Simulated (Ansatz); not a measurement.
Relaxation of [TaS4]3- (TaS₄³⁻) with RKS PBE-D4/def2-SVPD.

```sh
$ ansatz run in.yaml --threads 4 --pin off --events-out ev --progress --plain --max-ram 3916MiB
```

```yaml
crystal:
  periodic: [false, false, false]
  atoms:
    - {symbol: Ta, position_ang: [-0.001420, -0.000060, -0.001090]}
    - {symbol: S, position_ang: [0.012180, -0.018130, 2.303730]}
    - {symbol: S, position_ang: [2.169380, 0.010720, -0.776800]}
    - {symbol: S, position_ang: [-1.094100, 1.885910, -0.748320]}
    - {symbol: S, position_ang: [-1.086040, -1.878450, -0.777510]}
basis:
  gaussian: {orbitals: def2-SVPD}
total_charge: -3
hamiltonian: {xc: pbe, dispersion: d4}
scf: {lower_state_search: "off"}
output: {orbitals: {seedname: orbitals}}
relax: {f_tol: 0.02, max_steps: 100}
```

Run time 3.7 s (4 threads of Arm Neoverse V2 on a shared host).

Positions (Å) and forces (eV/Å) at steps 1, 2, 3 of 3:

```xyz
5
step=1 energy=-44864.8265 eV
Ta   -0.001    0.000   -0.001    0.029    0.004    0.017
S     0.012   -0.018    2.304   -0.001   -0.006    0.757
S     2.169    0.011   -0.777    0.707    0.003   -0.259
S    -1.094    1.886   -0.748   -0.368    0.629   -0.252
S    -1.086   -1.878   -0.778   -0.367   -0.630   -0.263
5
step=2 energy=-44864.8786 eV
Ta    0.001    0.000    0.001   -0.009    0.000   -0.007
S     0.010   -0.018    2.363    0.002    0.002   -0.273
S     2.224    0.011   -0.799   -0.257   -0.001    0.096
S    -1.122    1.932   -0.767    0.132   -0.225    0.090
S    -1.113   -1.925   -0.797    0.131    0.224    0.094
5
step=3 energy=-44864.8880 eV
Ta    0.000    0.000    0.000    0.003    0.001    0.001
S     0.011   -0.018    2.345   -0.001    0.000    0.005
S     2.208    0.011   -0.792    0.004    0.000   -0.002
S    -1.114    1.919   -0.762   -0.003    0.005   -0.002
S    -1.105   -1.911   -0.792   -0.003   -0.006   -0.002
```

In the def2 sets Ta takes a core potential; there is no spin–orbit coupling. A multiply charged anion in the gas phase is held together partly by the finite basis. The highest occupied level of the charge -3 singlet lies above zero (up to 6.51 eV). The electron is either unbound and held by the finite basis, or the level is raised by self-interaction error. The relaxation made no stability test and no search for a lower SCF solution.
